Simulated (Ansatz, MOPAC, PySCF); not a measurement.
Complex: CH3F (SMILES CF) (first 5 atoms) with H2 (SMILES [H][H]); geometry from B3LYP-D3(BJ)/def2-TZVP, rigid monomers moved along the line of their centres of mass till F2···H6 is 3.55 Å.
(charge 0, multiplicity 1):
| atom | x (Å) | y (Å) | z (Å) |
|---|---|---|---|
| C | -0.4448 | -0.6709 | -0.3515 |
| F | -0.2025 | 0.6227 | 0.0983 |
| H | 0.1037 | -0.8265 | -1.2811 |
| H | -0.1054 | -1.3753 | 0.4088 |
| H | -1.5157 | -0.7880 | -0.5214 |
| H | 0.4098 | 0.3090 | 3.5837 |
| H | 0.5002 | -0.0173 | 4.2472 |

Counterpoise-corrected where a basis set is named; no monomer relaxation. Rows marked so take none.

Frozen-core correlation. CBS: X⁻³ extrapolation of the correlation energy, Hartree–Fock from the larger set. Rows in 3-21G, 6-311+G**, 6-31G* carry no dispersion term and start afresh at each structure (6-31G* with six Cartesian d functions). The state that AM1, PM3, PM6 reach isn't checked.

Codes used: Ansatz (an electronic-structure program); MOPAC for AM1, PM3, PM6 (differences of heats of formation); PySCF for 3-21G rows, 6-311+G** rows, 6-31G* rows, the dispersion terms. 

Other levels give for the interaction energy: PBE/def2-TZVPPD -9.8; B3LYP/def2-TZVPPD -2.9; B3LYP-D3(BJ)/def2-TZVPPD -8.6; wB97M-V/def2-TZVPPD -10.6; CCSD(T)/CBS(aug-cc-pVDZ, aug-cc-pVTZ) -11.3 meV.

Q: What do these common cheap choices give for the same quantity: AM1, PM3, PM6, HF/3-21G (no counterpoise), HF/6-31G*, BP86/6-31G* (no counterpoise), B3LYP/6-31G*, B3LYP/6-311+G** (no counterpoise)?

A: AM1 0.7; PM3 -1.3; PM6 -0.2; HF/3-21G (no counterpoise) -6.9; HF/6-31G* -3.8; BP86/6-31G* (no counterpoise) -3.2; B3LYP/6-31G* -2.1; B3LYP/6-311+G** (no counterpoise) -4.1 meV. They span -6.9 to 0.7 meV.
